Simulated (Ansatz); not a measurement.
`C[SiH](C)P` + `F[SiH3]` → `F[SiH2]P` + `C[SiH2]C`  (formal exchange of groups at a P–Si bond)

Computed with Ansatz on PBE0-D4/def2-TZVP structures; ΔE is electronic, products minus reactants. CCSD(T)/CBS is the MP2 limit (def2-TZVPP, def2-QZVPP) plus CCSD(T) − MP2 in def2-TZVPP, frozen cores. This one scheme is used for every species. DFT in def2-TZVPP. One conformer a species, not always the lowest.

| level | ΔE (kcal/mol) | difference from CCSD(T)/CBS |
| --- | --- | --- |
| B97M-V | -0.1 | -1.2 |
| r2SCAN0-D4 | 0.6 | -0.5 |
| CAM-B3LYP-D4 | 0.6 | -0.5 |
| ωB97X-V | 0.6 | -0.5 |
| ωB97M-V | 0.6 | -0.5 |
| revPBE | -0.5 | -1.6 |
| r2SCAN | 0.2 | -0.9 |
| BHLYP | 0.0 | -1.1 |
| HF/def2-TZVPP | 0.3 | -0.8 |
| CCSD/def2-TZVPP | 1.0 | -0.1 |
| CCSD(T)/CBS | 1.1 | 0 |

What do rigid-rotor, harmonic-oscillator terms from PBE0-D4/def2-TZVP frequencies (298.15 K, 1 bar) make of the CCSD(T)/CBS value? (An estimate is asked.)

Ansatz gave: ΔZPE = +0.1 kcal/mol, ΔH = +1.0 kcal/mol, ΔS = 5 J/(mol·K), ΔG = +0.6 kcal/mol.

Largest T1 diagnostic among the species: 0.013.

In def2-TZVPP, CCSD(T) changes the Hartree–Fock value by +0.9 kcal/mol (the triples alone add +0.2 kcal/mol) and MP2 by +1.5 kcal/mol. Leaving LDA and LC-ωPBE aside and taking each functional with its dispersion term where it has one, the values, not all of them listed here, spread over 1.2 kcal/mol, from B97M-V to BHLYP-D4. The D4 term adds +1.1 kcal/mol with B3LYP and +0.7 kcal/mol with PBE0; it sums over pairs of atoms, weighted by their polarisabilities, and B3LYP, whose exchange is more repulsive, gets the larger term.

B3LYP here is the variant with VWN-RPA as its local correlation; programs differ in this.

CCSD(T)/CBS has its own doubt, a few kJ/mol and more with outer-core shells, so smaller differences from it don't rank the levels.
